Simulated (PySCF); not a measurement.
Molecule: SMILES C=CCBC1CC1, C₆H₁₁B.

Geometry (Å), atoms numbered from 1 in this order:
```xyz
18

C     0.4087   -1.4015    2.1134
C    -0.6310   -0.8486    1.5155
C    -1.1821   -1.2660    0.1916
B    -0.7996   -0.3272   -1.0271
C     0.3865    0.6512   -0.9327
C     1.1880    1.0187   -2.1724
C     0.2921    2.0306   -1.5715
H     0.7832   -1.0463    3.0589
H     0.9332   -2.2371    1.6781
H    -1.1318   -0.0066    1.9775
H    -2.2683   -1.3638    0.2699
H    -0.8044   -2.2643   -0.0552
H    -1.4178   -0.4099   -2.0214
H     0.9766    0.6395   -0.0214
H     0.8980    0.5679   -3.1092
H     2.2552    1.1317   -2.0550
H    -0.6205    2.2827   -2.0895
H     0.7255    2.8554   -1.0260
```

Frames of a GFN2-xTB Langevin trajectory at 300 K; GIAO PBE0/pcSseg-1 shieldings in PySCF 2.14.0 with density-fitted response routines, gas phase, non-relativistic; equivalent atoms averaged within each frame.

Referencing at the same level of theory: TMS for 13C (σref 186.93), 1H (σref 31.72); BF3·OEt2 for 11B (σref 100.07). The references are static minima.

How do the shifts (ppm) fluctuate along the trajectory?

Answers


```csv
time (fs),C2,C1,C3,C5,C6/C7,B4,H10,H13,H9,H8
optimised geometry,148.1,119.9,41.4,15.4,11.5,85.2,6.34,6.84,5.29,5.39
250,152.1,122.6,44.6,17.5,10.0,87.3,7.66,7.33,6.28,5.02
425,146.3,126.5,41.2,21.8,15.0,82.4,6.84,6.92,5.57,5.80
625,150.9,127.9,41.9,27.5,13.8,83.1,6.53,6.35,5.36,6.04
800,137.5,121.8,50.8,14.0,8.0,74.6,6.41,6.38,5.54,5.26
1000,135.0,115.9,35.0,16.0,13.2,79.1,6.34,5.82,4.72,5.16
mean of frames,144.4,122.9,42.7,19.4,12.0,81.3,6.76,6.56,5.49,5.46
standard deviation,7.8,4.7,5.7,5.4,2.9,4.7,0.54,0.58,0.56,0.44
```

5 frames give an uncertainty of the mean of about the standard deviation over 2.2 at best, since frames this close in time may not be independent; classical motion lacks zero-point vibration, and the reference would need the same averaging.
